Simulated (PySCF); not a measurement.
Ga(H)3 anion (GaH₃), SMILES [GaH3] (connectivity only; charge and spin as stated), charge -1, multiplicity 2. Geometry: PBE0-D3(BJ)/def2-TZVPD. The multiplicity is an assumed one; other spin states were not compared. The isomer is the one that the SMILES or the coordinates give; other isomers of the formula were not compared.

All values below come from PySCF with PBE0-D3(BJ)/def2-TZVPD.

Harmonic wavenumbers (cm⁻¹): 603, 730, 730, 1706, 1706, 1720. Rotational constants (GHz): 117.8, 117.8, 69.71; symmetry number 3.

### Question
Work out the zero-point energy and the ideal-gas rigid-rotor harmonic-oscillator thermochemistry at 298.15 K and 1 atm.

### Answer
ZPE = ½ Σ hcν = ½ × 7195 cm⁻¹ = 10.29 kcal/mol. H − E(el) = 12.89 kcal/mol. Entropy in cal/(mol K): translation 38.77, rotation 14.28, vibration 1.00, spin 1.38, total 55.43. G − E(el) = -3.64 kcal/mol. Cp = 10.62 cal/(mol K).
